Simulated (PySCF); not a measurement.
Simulated Cl 2p region for `[F][Al]([Cl])[Cl]`, binding energy against the vacuum level.

Every computed line was given a Gaussian of 0.6 eV full width at half maximum and an area set by the number of equivalent atoms (split 2:1 within a doublet); the highest printed point is 100. Method used: delta-SCF UKS SCAN, pcX-2 on the ionised atom, pcseg-1 elsewhere, spin-free X2C (PySCF).

binding energy (eV), intensity and a bar:
```
    205.9          1 
    206.0          2 
    206.1          5 #
    206.2         12 ###
    206.3         25 #######
    206.4         44 #############
    206.5         68 ####################
    206.6         89 ###########################
    206.7        100 ##############################
    206.8         97 #############################
    206.9         80 ########################
    207.0         57 #################
    207.1         34 ##########
    207.2         18 #####
    207.3          8 ##
    207.4          3 #
    207.5          1 
    207.6          1 
    207.7          1 
    207.8          4 #
    207.9          8 ##
    208.0         16 #####
    208.1         27 ########
    208.2         39 ############
    208.3         48 ##############
    208.4         50 ###############
    208.5         45 #############
    208.6         35 ##########
    208.7         23 #######
    208.8         13 ####
    208.9          6 ##
    209.0          3 #
    209.1          1 
    209.2          0
```

**Question.** How many maxima does the curve show, and how many computed lines lie under it?

**Answer.** The curve has 2 maxima (at 206.7 and 208.4 eV). Under it lie 2 lines from 1 inequivalent chlorine site, drawn as a 2p3/2, 2p1/2 pair.

**Question.** Decompose the envelope and assign each component. Bonds: Al1–Cl2, Al1–Cl3, Al1–F4.

**Answer.** 
| position (eV) | relative area | line | atoms | environment |
| --- | --- | --- | --- | --- |
| 206.73 | 1.33 | Cl 2p3/2 | Cl2/Cl3 | chlorine bonded to Al |
| 208.38 | 0.67 | Cl 2p1/2 | Cl2/Cl3 | chlorine bonded to Al |

**Question.** What are the centre and the root-mean-square width of the whole band?

**Answer.** The area-weighted mean of the lines is 207.28 eV. Their own spread about it is 0.78 eV (rms) and each Gaussian has σ = 0.6/2.355 = 0.25 eV; the variances add, which gives 0.82 eV.

No satellites, vibrations or lifetime broadening are included. The first atom of each set that the bonding makes equivalent was ionised and stands for the set. For 2p shells one spin-free hole was relaxed; a mean-field spin–orbit operator and the ground-state splitting of the three 2p orbitals were then diagonalised within the shell. The shell's mean is (2 × 2p3/2 + 2p1/2)/3, and the degeneracies 2j + 1 give areas of 2:1. 2p1/2 minus 2p3/2 (ligand field included): Cl 1.65 eV. Geometry: PBE0-D3(BJ)/def2-SVP; no solvent, vibrations or thermal averaging.
